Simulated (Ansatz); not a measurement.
Ansatz (a first-principles code) input (CCSD(T)/aug-cc-pVTZ):

Ansatz 0.2 input:
```yaml
crystal:
  periodic: [false, false, false]
  atoms:
    - {symbol: Se, position_ang: [0.02554170, -0.01119159, 0.97920612]}
    - {symbol: Br, position_ang: [0.80545441, -1.62795802, -0.51561601]}
    - {symbol: Br, position_ang: [-0.83026635, 1.63882986, -0.43561279]}
basis:
  gaussian:
    orbitals: aug-cc-pVTZ
magnetization: {spin_polarized: false}
correlation: {method: ccsd_t, electrons: outside_noble_gas}
```

End of the output:

```
integrals: 0.58 GiB planned
1140 factors; integrals over basis functions are off by at most 4.4e-4 eV
mean field: 1.22 GiB planned
mean field evaluation 1: about -205304.3095 eV, gradient 1.6e1 eV
mean field evaluation 2: about -205304.3469 eV, gradient 1.6e1 eV
mean field evaluation 4: about -205305.2367 eV, gradient 1.7e0 eV
mean field evaluation 8: about -205305.2582 eV, gradient 1.9e-1 eV
mean field evaluation 16: about -205304.3074 eV, gradient 1.6e1 eV
mean field -205305.25865384 eV, -7544.8290946263 hartree, gradient 2.5e-6 eV, S^2 0.000000; 0 other end points of the search recorded, 0 dependent functions left out
42 core orbitals not correlated
reference -205305.25865384 eV, -7544.8290946263 hartree; 10, 10 occupied and 125, 125 virtual orbitals, 1140 factors
second order -13.06653313 eV of doubles, -0.00000000 eV of singles
coupled cluster: 0.88 GiB planned
cycle   1  -13.68433970 eV  change   -6.2e-1 eV  update   8.7e-2
cycle   2  -14.01334760 eV  change   -3.3e-1 eV  update   2.6e-2
cycle   3  -14.08189664 eV  change   -6.9e-2 eV  update   1.4e-2
cycle   4  -14.07446097 eV  change    7.4e-3 eV  update   3.9e-3
cycle   5  -14.07304174 eV  change    1.4e-3 eV  update   2.2e-3
cycle   6  -14.07326389 eV  change   -2.2e-4 eV  update   8.1e-4
cycle   7  -14.07321438 eV  change    5.0e-5 eV  update   3.4e-4
cycle   8  -14.07324335 eV  change   -2.9e-5 eV  update   1.0e-4
cycle   9  -14.07324906 eV  change   -5.7e-6 eV  update   3.8e-5
cycle  10  -14.07322725 eV  change    2.2e-5 eV  update   1.2e-5
perturbative correction -0.69986910 eV, -0.0257197149 hartree
Total energy: -205320.03175019 eV, -7545.3719959033 hartree
```
